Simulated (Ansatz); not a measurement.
`[CH3][Al]([CH3])[O]B(O)O` + `N=C=O` → `[CH3][Al]([CH3])[N]=C=O` + `OB(O)O`  (ligand exchange at the Al–O bond)

Gas-phase electronic energies from Ansatz, PBE0-D4/def2-TZVP geometries. CCSD(T)/CBS adds triple-zeta CCSD(T) − MP2 to the extrapolated MP2 energy (def2 sets, frozen cores). This one scheme is used for every species. Functionals use def2-TZVPP. One conformer a species, not always the lowest.

| level | ΔE (eV) |
| --- | --- |
| r2SCAN | -0.06 |
| MP2/def2-QZVPP | -0.09 |

Q: What does CCSD(T)/CBS give? (Best estimate.)

A: The calculation gave: -0.06 eV. The listed levels differ from it by 0.00, -0.03 eV.

Largest T1 diagnostic among the species: 0.018.

In def2-TZVPP, CCSD(T) changes the Hartree–Fock value by +0.11 eV (the triples alone add +0.02 eV) and MP2 by +0.08 eV. From PBE to PBE0 (25 % exact exchange), in def2-TZVPP and without D4, ΔE moves by −0.04 eV.
